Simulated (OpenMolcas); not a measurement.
Re²⁺.

```json
{"Program": "OpenMolcas", "Basis": "ANO-RCC-VQZP [9s8p6d4f3g2h]", "Scalar Hamiltonian": "DKH2, point nucleus", "Active space": "5 electrons in 10 orbitals (5d 6d)", "State averaging": "2S+1 = 6 even, 1 root; 2S+1 = 4 even, 24 roots; 2S+1 = 2 even, 70 roots", "Spin-orbit coupling": "state interaction with AMFI integrals over the reference wave functions, term energies averaged over their components"}
```

Two sets of levels on these reference wave functions, in eV above 5d⁵ ⁶S_5/2: one from CASSCF and one from MS-CASPT2, IPEA 0.25 Eh, imaginary shift 0.1 Eh (closed shells correlated: 5s 5p).

```csv
Level,Set 1,Set 2
5d⁵ ⁶S_5/2,0.0000,0.0000
5d⁵ ⁴G_7/2 [70 %],2.264,2.730
5d⁵ ⁴G_11/2,2.394,2.812
5d⁵ ⁴G_9/2,2.445,2.867
5d⁵ ⁴P_1/2 [60 %],2.553,3.154
5d⁵ ⁴D_7/2 [73 %],2.825,3.468
5d⁵ ⁴D_1/2 [64 %],3.140,3.787
5d⁵ ²I_11/2,3.468,3.932
5d⁵ ²I_13/2,3.775,4.221
5d⁵ ⁴F_5/2 [51 %],4.176,4.844
5d⁵ ²H_9/2 [51 %],4.346,4.993
5d⁵ ²F_5/2(2) [54 %],4.531,5.482
5d⁵ ²H_11/2 [74 %],5.047,5.605
5d⁵ ²S_1/2,4.986,6.127
5d⁵ ²D_3/2(2),5.773,6.849
5d⁵ ²D_5/2(2) [72 %],6.098,7.142
```

**Question.** Which set is which?

**Answer.** Set 1 is MS-CASPT2. Its levels of the other terms of 5d⁵ lie at 0.81 to 0.90 of the other set's values, as expected, since terms of lower spin or lower L gain more correlation energy than the Hund ground term. Against 6 measured levels (the list in Brasseur, Gamrath and Quinet, At. Data Nucl. Data Tables 157, 101636 (2024)) the mean absolute deviation is 1700 cm-1 with it and 5500 cm-1 without; single levels miss by up to 2300 cm-1 with it.

CASPT2 does not keep the components of a term degenerate, so their means are used; among the terms shown or strongly mixed into the levels shown the widest spread is 680 cm-1 (5d⁵ ²F(2), MS-CASPT2). Active for correlation alone: 6d; no level in the range computed is led by a configuration that fills it, so any true level of that kind is missing. Without dynamic correlation excited terms often stand tens of per cent too high (terms of higher spin than the ground term too low), and those without a measured partner can miss by more than the paired ones (holds for CASSCF). Some levels mix across a computed gap that differs much from the measured one, so their mixing is not that of the real levels (holds for CASSCF). The CASPT2 spread within a term exceeds the gap to the next term for 5d⁵ ²F(1) and 5d⁵ ⁴F, so the order of their levels is uncertain, and so are names and mixing where such terms share a J (holds for MS-CASPT2). Computed and measured levels are paired by configuration, term and J; levels that our copy of the source lacks, or whose pairing is in doubt (as where it misses far off the trend of its configuration), stay unpaired and out of the deviations. Levels of configurations outside the active space are missing. The table leaves out levels that lie high or whose names do not pair safely across all columns.

A share in square brackets marks a mixed level and gives the weight of the term that names it, the lowest over the columns. A number in round brackets counts repeated terms of one configuration in the order of the reference energies.
